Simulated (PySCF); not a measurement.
ORD: SMILES FC(F)C[C@@H]1C[C@@H]1Cl, C5H7ClF2

Geometry (Å), atoms numbered from 1 in this order:
```xyz
15

F    -2.481   -0.320    0.902
C    -1.810   -0.680   -0.222
F    -2.743   -0.777   -1.200
C    -0.761    0.362   -0.583
C     0.289    0.460    0.498
C     1.675    0.925    0.151
C     1.440   -0.502    0.532
Cl    1.570   -1.748   -0.704
H    -1.389   -1.682   -0.052
H    -0.312    0.068   -1.533
H    -1.262    1.324   -0.710
H    -0.112    0.754    1.461
H     1.883    1.137   -0.887
H     2.209    1.557    0.844
H     1.799   -0.870    1.483
```

Level of theory: PySCF, TDDFT B3LYP/def2-SVPD circular dichroism and optical rotation, one conformer, gas phase. Geometry: GFN2-xTB.

The molecule is flexible and this is one conformer; a measurement averages over conformers. States above about 7.9 eV (minus the energy of the highest occupied orbital) lie near or above the ionisation threshold and depend on the basis.

Stereocentres: C5 R, C7 S.

(1) What is the specific rotation at 633, 589.3, 546, 436, 405, 365, 355 nm?

(2) And for the mirror image at 589.3 nm?

(3) What is the molar rotation [Φ] = [α]·M/100 of the geometry above at 589.3 nm?

## Answers

(1) [α] in deg dm⁻¹ (g/mL)⁻¹:
```tsv
λ (nm)	origin-invariant length gauge	modified velocity gauge	length gauge (centre of mass)	isotropic polarisability (au)
633	+116.0	+118.8	+112.0	74.3
589.3	+135.3	+138.6	+130.7	74.6
546	+159.9	+163.7	+154.4	74.8
436	+265.5	+271.4	+256.5	75.9
405	+315.7	+322.6	+305.0	76.4
365	+406.4	+414.6	+392.6	77.3
355	+435.5	+444.1	+420.8	77.5
```

(2) -135.3 deg dm⁻¹ (g/mL)⁻¹ (origin-invariant length gauge): the same size and the opposite sign.

(3) With M = 140.56 g/mol, +190.2 deg cm² dmol⁻¹ (origin-invariant length gauge).

The first excitation lies at 6.77 eV (183 nm) with R = -2.0 × 10⁻⁴⁰ esu² cm² (velocity form).
